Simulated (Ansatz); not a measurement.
Cost and result up the ladder for Li₈Sn (9 atoms). Total charge 0; singlet. Geometry: PBE0-D4/def2-SVP.

```
atom   x (Å)   y (Å)   z (Å)
 Li1   1.006   1.123   1.068
 Li2  -0.987   0.394   3.302
 Li3   2.314  -1.339   2.413
 Li4  -0.248  -1.224   0.789
 Li5  -1.506  -1.310  -2.386
 Li6   2.214  -1.117  -0.809
 Li7  -1.827   1.090   0.230
 Li8  -1.136   1.954  -3.102
 Sn9   0.170   0.428  -1.505
```

Ansatz on 4 threads of Arm Neoverse V1 on a shared host. Times are rough, and most runs start from the orbitals of an earlier one. No level here is sound enough to serve as a yardstick. Binding counts from free atoms at the same level (Li doublet, Sn triplet; other spins of the atoms weren't run), without zero-point energy or a counterpoise term.

In the def2 sets Sn takes a core potential; there is no spin–orbit coupling. HSE06 is defined as in plane-wave codes, on full-range PBE exchange. Correlated methods freeze 4 core orbitals; core or outer-core shells of Li, Sn are correlated, in sets that lack core-valence functions. Another isomer (singlet) lies 0.17 eV lower at PBE0-D4/def2-TZVP; other spin states weren't run for this one.

Correlated methods converge slowly with the basis.

| level | functions | wall time | binding energy per atom (eV) | remarks |
| --- | --- | --- | --- | --- |
| PBE-D4/def2-TZVP (with forces) | 162 | 2.5 s | 1.25 | restricted SCF unstable in HF |
| HSE06-D4/def2-TZVP | 162 | 2.7 s | 1.22 | restricted SCF unstable in HF |
| PBE0-D4/def2-TZVP | 162 | 3 s | 1.22 | restricted SCF unstable in HF |
| CAM-B3LYP-D4/def2-TZVP | 162 | 3.5 s | 1.15 | restricted SCF unstable in HF |
| r2SCAN-D4/def2-TZVP | 162 | 4.4 s | 1.23 | restricted SCF unstable in HF |
| CCSD(T)/def2-TZVPP | 202 | 2.6 min | 1.23 | restricted SCF unstable |
